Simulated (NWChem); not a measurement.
# Atomisation of arsine (H3As)

```
As
H 1 1.5305
H 1 1.5305 2 91.98
H 1 1.5305 2 91.98 3 -92.05
```
Charge 0, spin multiplicity 1.

Program: NWChem. The geometry was optimised at B3LYP/def2-SVP, a minimum by its harmonic frequencies.

Basis set: def2-TZVP. The atomisation energy is electronic alone: no zero-point, thermal, spin-orbit or counterpoise terms. No value is extrapolated to the basis-set limit. Free atoms are single determinants with multiplicities As 4, H 2.

The Hamiltonian is non-relativistic. B3LYP has NWChem's definition, with VWN1-RPA local correlation. No SCF solution was tested for a lower state. Open-shell Hartree-Fock references start from PBE0 orbitals.

Order these methods by the atomisation energy they give, lowest first: HF, LDA (SVWN5), BP86, PBE0, B3LYP, PBE.

HF (148.5 kcal/mol), PBE0 (215.1 kcal/mol), PBE (218.1 kcal/mol), B3LYP (222.9 kcal/mol), BP86 (228.4 kcal/mol), LDA (SVWN5) (250.9 kcal/mol)
